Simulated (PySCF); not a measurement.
C2H5ClOSi2, SMILES O[Si@@H]1[SiH2]C=C1Cl. The structure is a stationary point at PBE-D3(BJ)/def2-SVP. The structure was generated by enumeration; whether it is a known compound was not checked. The values are those of a single conformer.

Problem. Give the equilibrium geometry at PBE-D3(BJ)/def2-SVP (PySCF confirms it by a frequency run) as Cartesian coordinates in Å. (An estimate is asked for; the answer gives what the named calculation found.)

Solution. One answer among several that fit: 
```xyz
11

O     -1.4829    -1.1566     1.6286
Si    -0.4260    -1.0792     0.3238
Si     1.9006    -0.7216     0.4911
C      1.2674     0.7674    -0.5010
C     -0.0897     0.6041    -0.5054
Cl    -1.2223     1.7208    -1.2221
H     -1.2548    -0.5809     2.3797
H     -0.9651    -2.1017    -0.6298
H      2.9032    -1.5974    -0.2148
H      2.4648    -0.3472     1.8384
H      1.7831     1.6095    -0.9963
```
Charge 0, spin multiplicity 1.
